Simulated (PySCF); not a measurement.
Correlation energy of Ti³⁺ (titanium, charge +3)

[Ar] 3d1, 2D determinant. Computed with PySCF 2.14 in x2c-QZVPPall with one added diffuse shell each of s, p, d, f, g type (12s8p6d4f3g, 121 functions), with the spin-free X2C one-electron Hamiltonian (Gaussian nucleus). Frozen: [Ne]; 9 electrons correlated.

MP2 pair energies summed by pair of shells (mhartree):

```json
{"pair": "3p-3p", "energy": "-144.48", "share (%)": "61.7"}
{"pair": "3p-3d", "energy": "-37.82", "share (%)": "16.2"}
{"pair": "3s-3p", "energy": "-36.94", "share (%)": "15.8"}
{"pair": "3s-3s", "energy": "-7.92", "share (%)": "3.4"}
{"pair": "3s-3d", "energy": "-6.86", "share (%)": "2.9"}
```

Total MP2 correlation energy: -234.02 mhartree.

Same-spin part -59.93 and opposite-spin part -174.09 mhartree; SCS-MP2 scales them by 1/3 and 6/5 to -228.88 mhartree.

This basis was not built for core-valence correlation, so the inner-shell part is incomplete.
